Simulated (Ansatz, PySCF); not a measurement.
Au(Cl)(CO) (CAuClO), SMILES [O+]#[C-]->[Au][Cl], multiplicity 1. Atoms are numbered in the order given.

```xyz
4

Au    -0.0043     0.0081     0.0000
Cl    -0.0032    -2.2443     0.0000
O     -0.0060     3.0394     0.0000
C     -0.0053     1.9077     0.0000
```

Geometry optimised at PBE0-D3(BJ)/def2-SVP. The multiplicity is an assumed one; other spin states were not compared. The isomer is the one that the SMILES or the coordinates give; other isomers of the formula were not compared. The def2 effective core potentials stand for the cores of Au; spin–orbit coupling is left out.

Two levels are set side by side: PBE-D3(BJ)/def2-SVP (Ansatz, an electronic-structure program) and PBE0-D3(BJ)/def2-SVP (Ansatz). Each level has its own optimised geometry; the coordinates shown are those of the second. Frequencies come from the Hessian of PySCF at each geometry. Differences are taken from unrounded values.

| quantity | PBE0-D3(BJ) | PBE-D3(BJ) | PBE-D3(BJ) minus PBE0-D3(BJ) |
|---|---|---|---|
| mean bond length (Å) | 1.761 | 1.767 | 0.006 |
| bond Au1–Cl2 (Å) | 2.252 | 2.259 | 0.007 |
| bond Au1–C4 (Å) | 1.900 | 1.893 | -0.006 |
| bond O3–C4 (Å) | 1.132 | 1.150 | 0.018 |
| highest harmonic wavenumber (cm⁻¹) | 2260 | 2131 | -128 |
| mean harmonic wavenumber (cm⁻¹) | 589 | 569 | -20 |
| zero-point energy (kcal/mol) | 5.89 | 5.70 | -0.20 |

GGA bonds tend to be longer and softer than those of functionals with exact exchange. Differences between two approximate levels are no errors against the true value.
